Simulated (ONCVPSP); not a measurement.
# Pseudopotential generation for V (Z = 23): ONCV, PBEsol, scalar-relativistic.

V, optimised norm-conserving Vanderbilt (ONCV), made with ONCVPSP 4.0.1 (PBEsol, scalar-relativistic). Core [Ne], reference 3s2 3p6 3d3 4s2. Waves: 3s+4s: rc 1.90 bohr, ncon 3, nbas 7, qcut 5 1/bohr, 3 projectors, debl 1.3 Ha; 3p: rc 1.55 bohr, ncon 4, nbas 7, qcut 10.1 1/bohr, 2 projectors, debl 1.7 Ha; 3d: rc 2.05 bohr, ncon 4, nbas 8, qcut 8.7 1/bohr, 2 projectors, debl 2.9 Ha. Local part: polynomial inside 1.00 bohr (lpopt 5, dvloc0 1 Ha). Core correction: Teter function, fcfact 5.75, rcfact 1.3.

- Cutoffs needed: 26 Ha and 31 Ha (the cutoffs (Ha) at which the residual kinetic energy of the hardest occupied pseudo-wave falls to 1 and 0.1 mHa per electron)
- Ghost test: no bound ghost flagged; no localised positive-energy state flagged
- Largest excitation error: -522 meV (all-electron minus pseudo) for 3s1 3p6 3d3 4s2, out of 4 test configurations
- rms error of d²Exc/dni dnj: 2.86 mHa without and 1.22 mHa with the model core
